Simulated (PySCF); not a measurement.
Polarisability and C₆ of V²⁺ (vanadium, charge +2)

[Ar] 3d3, high-spin 4F determinant. Computed with PySCF 2.14 in aug-cc-pVDZ (7s6p4d2f, 59 functions), with the non-relativistic Hamiltonian (point nucleus). Coupled (time-dependent) response in atomic units; α is the mean over directions. A double-zeta set is small for polarisabilities.

```
method  mean α (bohr³)  C₆ (like pair)  S(−4)
   UHF           3.726           10.74  8.038
   PBE           4.592           13.03  17.30
  PBE0           4.252           12.12  13.17
  MN15           4.279           12.01  13.68
```

S(−4) is the Cauchy moment in α(ω) = α(0) + S(−4) ω² + …

α(iu) at MN15:

```
u (hartree)  α(iu) (bohr³)
          0          4.279
     0.0500          4.246
      0.100          4.151
      0.200          3.839
      0.300          3.476
      0.500          2.848
      0.750          2.295
       1.00          1.903
       1.50          1.367
       2.00          1.014
       3.00         0.5996
       5.00         0.2654
```

For an ion, C₆ is the dispersion term alone; charge-induced terms of lower order in 1/R come first.
